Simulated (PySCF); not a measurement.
Gas-phase thermal properties of WO₂F₂

Energies from PySCF (xtb for GFN2), thermal terms from the rigid-rotor harmonic-oscillator model, ideal gas at 1 bar. All species are closed-shell singlets. W: scalar-relativistic def2 core potential, no spin-orbit coupling. WO₂F₂: computed as isolated molecules; such fragments, hydroxides, amides, oligomers or adducts are transient or little studied in the gas. The harmonic model lacks anharmonicity and excited electronic states, which grow with temperature; levels with a mode under 35 cm⁻¹ are left out. Warning, point group unlike the PBE0 one: WO₂F₂ (GFN2-xTB).

| level | point group | σ | ZPE (kJ/mol) | S°298 (J/mol/K) | Cp298 (J/mol/K) | S°1000 (J/mol/K) | H1000 − H298 (kJ/mol) |
|---|---|---|---|---|---|---|---|
| GFN2-xTB | Cs | 1 | 21.3 | 341.4 | 88.2 | 461.1 | 70.5 |
| PBE/def2-SVP | C2v | 2 | 27.6 | 324.6 | 80.3 | 438.8 | 67.8 |
| PBE0/def2-TZVP | C2v | 2 | 29.0 | 321.7 | 79.0 | 434.8 | 67.2 |
σ: rotational symmetry number. Electronic degeneracy used: 1. Frequencies are unscaled.
